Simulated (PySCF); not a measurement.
**A search over the determinants of PbCl**

Unrestricted PBE0; PySCF, scalar-relativistic core potentials, basis sets Pb cc-pVTZ-PP with ECP60, Cl cc-pV(T+d)Z. Outer shells of the fragments: Pb 5d10 6s2 6p2; Cl 3s2 3p5.

Followed along the bond (rough minima from three points):

```csv
2Ms+1,unpaired,⟨S²⟩ at the start,R at minimum (Å),Te (eV)
2,π ↑,0.75,2.48,0.00
4,"σ ↑, π ↑↑",3.76,none in the scan,≤ 3.82
```

Solutions found at the starting distance of 2.365 Å, counted from the lowest of them; the search is not exhaustive and high or unbound solutions are not listed, so other states can lie among these:

```
2Ms+1   unpaired   term  E (eV)  ⟨S²⟩  ⟨Lz²⟩  μ (D)
    2        π ↑     ²Π    0.00  0.75   1.00  -2.90
    2        σ ↑    ²Σ⁺    2.50  0.75   0.00  -1.73
    4  σ ↑, π ↑↑    ⁴Σ⁻    4.01  3.76   0.00  -0.21
    2  σ ↓, π ↑↑  mixed    4.48  1.76   0.00   0.36
    2  σ ↑, π ↑↓  mixed    4.55  1.76   2.02   0.15
    4      π ↑↑↑     ⁴Π    4.77  3.76   1.01   2.65
    4  σ ↑↑, π ↑     ⁴Π    6.05  3.75   1.00   0.91
    4  σ ↑, π ↑↑  mixed    6.67  3.76   2.01   3.11
    4  σ ↑, π ↑↑  mixed    6.82  3.76   2.01   3.15
```

A term symbol is given only where ⟨S²⟩ and ⟨Lz²⟩ are close to those of a pure state; real π, δ and φ orbitals otherwise mix terms. A positive dipole means Pb(−)Cl(+).

Spin–orbit coupling is left out, which matters for elements this heavy, above all for dissociation energies. Counting both spins, an empty level lies below a filled one in some of these solutions, because spin and occupation are held.
